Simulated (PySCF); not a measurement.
# Computed properties of CH6AlNO, SMILES C[O][AlH][NH2]

Al(H)(OMe)(NH2) (CH6AlNO), SMILES C[O][AlH][NH2]. The structure is a stationary point at r2SCAN-D4/def2-SVP. One conformer was computed; it need not be the lowest. All values are computed for the isolated molecule unless a solvent is named; none is compared with measurement here.

**Structure.** The optimised structure has Cs symmetry. All 24 harmonic modes at r2SCAN-D4/def2-SVP (PySCF) are real, so it is a minimum. With heavy atoms numbered as in [AlH:1]([O:3][CH3:4])[NH2:8], the shortest bond between them is O3–C4 at 1.391 Å and the longest Al1–N8 at 1.773 Å.

**Vibrations.** The strongest infrared lines (harmonic, unscaled, degenerate partners summed) lie at 1253 cm⁻¹ (337 km/mol, O 55 %, C 33 %, H 8 %), 403 cm⁻¹ (231 km/mol, H 76 %, N 21 %), 856 cm⁻¹ (166 km/mol, Al 46 %, N 34 %, H 13 %). The softest mode is at 41 cm⁻¹ and the zero-point energy is 46.4 kcal/mol.

**Electronic structure.** r2SCAN/def2-TZVP (PySCF) places the frontier levels at -6.22 and -0.17 eV, a gap of 6.05 eV, and gives a dipole moment of 1.87 D and a mean polarisability of 50.1 bohr³.

**Excitations.** TDDFT-ωB97X/def2-SVPD (PySCF) has S1 at 6.49 eV (191 nm, f = 0.062, bright); the most intense of the 10 singlets computed lies at 8.13 eV (f = 0.11). T1 (TDA) is at 6.26 eV. No vertical singlet excitation falls in the visible range (under 3.1 eV).

**NMR.** GIAO shifts at HF/pcSseg-1 (PySCF) (non-relativistic, atoms alike by connectivity averaged): ¹³C at 50.8 ppm against TMS; ¹H from 0.9 to 3.9 ppm against TMS.
